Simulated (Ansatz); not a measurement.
CHAlOS, relaxed with RKS PBE0-D4/def2-TZVP in Ansatz from a PBE-D4/def2-SVP geometry. The force threshold is 0.005 eV/Å; the program also tests the step.

Total charge 0; spin multiplicity 1. The bonds changed during the relaxation, so this is another structure than the one it started from.

Start:

```xyz
5

O     1.315    1.220    1.348
C     0.743    0.705    0.491
Al   -0.484   -0.437   -0.676
S    -1.196   -1.265    1.079
H    -0.378   -0.223   -2.242
```

Q: By how much does the energy fall, and how many steps does the optimiser take? (Estimate.)

A: Ansatz gave: 4.94 kJ/mol, in 6 steps.

Q: Which bonds change most? (An estimate is asked.)

A: Ansatz gave: C2–Al3 from 2.042 to 2.078 Å; Al3–S4 from 2.067 to 2.035 Å; O1–C2 from 1.152 to 1.127 Å; Al3–H5 from 1.584 to 1.569 Å.

Q: Give the relaxed structure. (Best estimate.)

A: The calculation gave: 
```xyz
5

O     1.313    1.218    1.325
C     0.753    0.718    0.485
Al   -0.510   -0.463   -0.668
S    -1.201   -1.270    1.067
H    -0.355   -0.203   -2.208
```
